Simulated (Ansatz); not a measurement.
Two isomers of CH8O4Si2: A = `O[SiH2]C[Si](O)(O)O`, B = `CO[SiH](O)[SiH](O)O`.

Isolated molecules relaxed with PBE0-D4/def2-TZVP in Ansatz; ΔE leaves out vibrations. CBS: MP2 limit from def2 TZ/QZ plus the TZ coupled-cluster correction, frozen cores. Functionals use def2-TZVPP. B3LYP here is the variant with VWN-RPA as its local correlation; programs differ in this. One conformer a species, not always the lowest.

(1) Which isomer does CCSD(T)/CBS put lower? Give the gap. (An estimate is asked.)

(2) Give E(B) − E(A) in kcal/mol with r2SCAN-D4, HF/def2-TZVPP, B3LYP-D4, PBE-D4, CCSD(T)/def2-TZVPP, CCSD/def2-TZVPP, MP2/def2-TZVPP. (An estimate is asked.)

Largest T1 diagnostic: 0.012.

## Answers

(1) The calculation gave: A, by 40.8 kcal/mol.

(2) Ansatz gave: r2SCAN-D4 40.8, HF/def2-TZVPP 36.3, B3LYP-D4 37.3, PBE-D4 36.7, CCSD(T)/def2-TZVPP 40.6, CCSD/def2-TZVPP 40.2, MP2/def2-TZVPP 43.3. None reverses the order clearly.

The D4 term adds +1.6 kcal/mol with B3LYP and +0.8 kcal/mol with PBE0; it sums over pairs of atoms, weighted by their polarisabilities, and B3LYP, whose exchange is more repulsive, gets the larger term. In def2-TZVPP, CCSD(T) changes the Hartree–Fock value by +4.3 kcal/mol (the triples alone add +0.4 kcal/mol) and MP2 by +7.0 kcal/mol.
